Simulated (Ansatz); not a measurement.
CH₄BClOSi, SMILES `ClB1CO[SiH2]1`, relaxed with RKS PBE0-D4/def2-TZVP in Ansatz from a PBE-D4/def2-SVP geometry. The force threshold is 0.005 eV/Å; the program also tests the step.

The species carries charge 0 and has multiplicity 1.

Start:

```xyz
9

Cl   -0.804    1.239    2.354
B    -0.335    0.450    0.876
C     1.030    0.520    0.066
O     0.732   -0.390   -1.033
Si   -0.883   -0.819   -0.602
H     1.285    1.541   -0.312
H     1.925    0.177    0.643
H    -1.052   -2.297   -0.348
H    -1.898   -0.420   -1.644
```

```
step  energy (eV)  largest force (eV/Å)  largest move (Å)
   1  -24216.7504                 0.791             0.000
   2  -24216.7908                 0.452             0.027
   3  -24216.8028                 0.082             0.014
   4  -24216.8030                 0.028             0.003
   5  -24216.8031                 0.005             0.001
```

End:

```xyz
9

Cl   -0.793    1.242    2.336
B    -0.338    0.448    0.877
C     1.017    0.515    0.070
O     0.709   -0.385   -1.024
Si   -0.861   -0.810   -0.601
H     1.264    1.515   -0.312
H     1.894    0.158    0.627
H    -1.023   -2.269   -0.349
H    -1.868   -0.414   -1.625
```

Hardware: 4 threads of an Arm Neoverse V1 on a shared host. Wall time 20 s, peak host memory 0.49 GiB.
